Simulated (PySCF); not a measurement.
## Se- (selenium, charge -1): PBE0 calculation

Configuration: [Ar] 3d10 4s2 4p5, 2P determinant. Calculation: PySCF 2.14, in aug-cc-pVTZ-PP with one added diffuse shell each of s, d, f type with ECP10MDF (7s5p5d3f, 68 functions); a scalar-relativistic core potential.

- Total energy: -373.1683 hartree
- One-electron energy: -662.6760 hartree
- Hartree (Coulomb) energy: 318.6031 hartree
- Exchange-correlation energy: -29.0955 hartree
- ⟨S²⟩: 0.7549
- ⟨L²⟩: 2.030
- Sum of ⟨r⟩: 27.58 bohr
- Sum of ⟨r²⟩: 57.23 bohr²
- Traceless quadrupole moment −½Σ⟨3z² − r²⟩ along its main axis: 3.47 e·bohr²

```tsv
shell	electrons	mean orbital energy (hartree)	spread (hartree)	rms radius, mean of both spins (bohr)
3s α	1	-7.55203	0	0.618
3s β	1	-7.54876	0	0.618
3p α	3	-5.62488	0.01619	0.641
3p β	3	-5.62122	0.00860	0.641
3d α	5	-1.85696	0.01609	0.694
3d β	5	-1.85328	0.00958	0.694
4s α	1	-0.43488	0	1.99
4s β	1	-0.39156	0	1.99
4p α	3	-0.02368	0.04164	2.87
4p β	2	0.00270	0	2.87
```

Energies and moments cover only the electrons outside the core potential. At PBE0 the highest occupied level has a positive energy, so only the finite basis holds that electron; in a semilocal or global hybrid functional this comes from self-interaction and does not mean that the real anion is unbound.
